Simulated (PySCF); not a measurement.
A structure optimised at PBE0-D3(BJ)/def2-TZVPD, used in a PySCF frequency run:

```xyz
2

Zn     0.0000     0.0000    -0.3580
O      0.0000     0.0000     1.3427
```

Problem. Write its SMILES, formula and point group.

Solution. [O]=[Zn], OZn, C∞v

Problem. What are its rotational constants (standard atomic weights)?

Solution. 13.593 GHz (linear rotor, B only)
